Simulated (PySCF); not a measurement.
# A parent and its derivatives

Theory: PySCF, TDDFT wB97X-D/def2-SVPD, vertical, gas phase, core orbitals frozen in the response. Geometries: GFN2-xTB; one conformer of each isolated species. Triplets are in the Tamm–Dancoff approximation. 'Strongest' means the level of largest summed f among the lowest 8 singlets; it needn't be the same kind of state in each.

Parent: `F[C@@H]1C[SiH2]C[SiH2]1`, with lowest singlet excitation energy 7.41 eV, oscillator strength of the strongest level 0.17, S1–T1 gap 0.46 eV, mean static polarisability 85.3 au. Its spectrum: 7.41 eV (f 0.006); 7.67 eV (f 0.002); 7.78 eV (f 0.006); 8.04 eV (f 0.170); 8.18 eV (f 0.006).

Task: Order the derivatives by their lowest singlet excitation, lowest first, with the shift from the parent.
A. H on Si replaced by Cl: `F[C@@H]1C[Si@H](Cl)C[SiH2]1`
B. H on Si replaced by OH: `O[Si@@H]1C[SiH2][C@H](F)C1`
C. H on Si replaced by PH2: `F[C@@H]1C[Si@@H](P)C[SiH2]1`
D. H on Si replaced by ethynyl: `C#C[Si@@H]1C[SiH2][C@H](F)C1`

Result: D (shift -1.25 eV), C (shift -0.73 eV), A (shift -0.12 eV), B (shift -0.01 eV).

```csv
change,SMILES,Δ S1 (eV),Δ f (strongest),Δ S1−T1 (eV),Δ α (au)
H on Si replaced by Cl,F[C@@H]1C[Si@H](Cl)C[SiH2]1,-0.12,-0.01,-0.01,+10.8
H on Si replaced by PH2,F[C@@H]1C[Si@@H](P)C[SiH2]1,-0.73,+0.17,+0.34,+27.0
H on Si replaced by OH,O[Si@@H]1C[SiH2][C@H](F)C1,-0.01,-0.04,-0.05,+1.3
H on Si replaced by ethynyl,C#C[Si@@H]1C[SiH2][C@H](F)C1,-1.25,+0.10,+0.54,+20.3
```

S1 falls most with H on Si replaced by ethynyl (-1.25 eV); all changes lower it. S1 is simply the lowest singlet of each species and needn't be the same kind of state throughout. Over these 4 changes the shifts of S1 and of the HOMO–LUMO gap correlate with r = 0.74.
